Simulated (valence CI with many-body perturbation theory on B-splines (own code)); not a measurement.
## Dy²⁶⁺: key properties

Level of theory: configuration interaction combined with many-body perturbation theory (CI+MBPT): four valence electrons over a frozen Dirac-Fock core [Kr], radial functions for each j: 9 s, 9 p, 10 d, 8 f, 5 g, 3 h, 1 i, with the one-electron correlation potential Σ1, the two-electron term Σ2, the three-electron term Σ3, Breit, model QED; selected CI, second order for the rest (own B-spline code, finite nucleus).

No measured spectrum was set against this ion. As an estimate, large intervals hold to a few tenths of a per cent, small ones and those within an open d or f shell to about a per cent. Only levels of the ground parity were solved; by the run's estimate the other parity begins above the list, which can be wrong where configurations are misplaced.

Levels are named by their leading jj configuration (3d3/2^4 stands for four electrons in 3d with j = 3/2), which in mixed levels can hold well under half, so a name can repeat and another be missing.

Rates and lifetimes use the calculated energies. Strong lines usually hold to 10 to 20 %, long lifetimes can be off by a factor of two.

What is the ground level?

(4d3/2^4) J=0, composition 53 % 4d4 3P + 37 % 4d4 5D + 9 % 4d4 1S.

What is the ionisation energy?

925.88 eV; NIST lists 924 ± 4 eV (theoretical).

How well does LS coupling describe the low levels?

Among the lowest 20 levels the leading LS term, summed over configurations, holds 50 % on average. For single configurations the figures are 50 % in LS and 85 % in jj coupling. Terms mix most in the J = 4 level at 84424 cm⁻¹, where the leading one holds 30 %.
